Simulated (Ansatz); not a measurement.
Consider the ligand exchange at the Si–S bond: `C[SiH](F)S[SiH](O)O` + `O[SiH](O)S` → `O[SiH](O)S[SiH](O)O` + `C[SiH](F)S`.

Computed with Ansatz on PBE0-D4/def2-TZVP structures; ΔE is electronic, products minus reactants. CBS: MP2 limit from def2 TZ/QZ plus the TZ coupled-cluster correction, frozen cores. One conformer a species, not always the lowest.

`C[SiH](F)S[SiH](O)O`:

```xyz
14

C     0.120    2.205    1.711
Si   -0.180    0.540    0.967
F     0.902   -0.497    1.567
S     0.091    0.666   -1.132
Si   -0.403   -1.355   -1.681
O     0.466   -1.694   -3.019
O    -0.159   -2.353   -0.414
H     0.049    2.152    2.800
H    -0.625    2.918    1.351
H     1.111    2.578    1.443
H    -1.505   -0.024    1.309
H    -1.812   -1.513   -2.070
H     1.393   -1.450   -3.037
H     0.553   -2.171    0.205
```

`O[SiH](O)S`:

Z-matrix (Å, degrees):
```
Si
O 1 1.629
S 1 2.137 2 115.3
O 1 1.641 2 106.1 3 -122.0
H 1 1.476 2 107.0 3 115.4
H 2 0.959 1 117.6 3 88.8
H 3 1.345 1 94.4 2 -64.7
H 4 0.959 1 116.5 2 161.4
```

`O[SiH](O)S[SiH](O)O`:

Z-matrix (Å, degrees):
```
Si
O 1 1.628
S 1 2.161 2 110.1
O 1 1.628 2 109.7 3 123.4
H 1 1.474 2 114.0 3 -119.5
H 2 0.967 1 118.8 3 25.6
Si 3 2.125 1 100.5 2 13.2
H 4 0.959 1 118.1 2 -55.1
O 7 1.634 3 107.3 1 -172.1
O 7 1.650 3 112.3 1 -52.7
H 7 1.473 3 112.5 1 64.0
H 9 0.958 7 118.2 3 -14.6
H 10 0.961 7 116.3 3 -75.1
```

`C[SiH](F)S`:

Z-matrix (Å, degrees):
```
C
Si 1 1.851
H 1 1.092 2 110.4
H 1 1.093 2 110.9 3 120.2
H 1 1.093 2 110.3 3 -120.1
F 2 1.602 1 107.5 3 177.3
S 2 2.125 1 112.7 3 -60.4
H 2 1.481 1 113.7 3 58.6
H 7 1.344 2 94.5 1 -44.6
```

| level | ΔE (kJ/mol) |
| --- | --- |
| HF/CBS(def2) | 0.3 |
| CCSD/CBS(def2) | -2.6 |

(1) What does CCSD(T)/CBS give? (Estimate.)

Largest T1 diagnostic among the species: 0.012.

## Answers

(1) Ansatz gave: -3.4 kJ/mol. The listed levels differ from it by 3.7, 0.8 kJ/mol.

In def2-TZVPP, CCSD(T) changes the Hartree–Fock value by −4.0 kJ/mol (the triples alone add −0.8 kJ/mol) and MP2 by −4.1 kJ/mol.
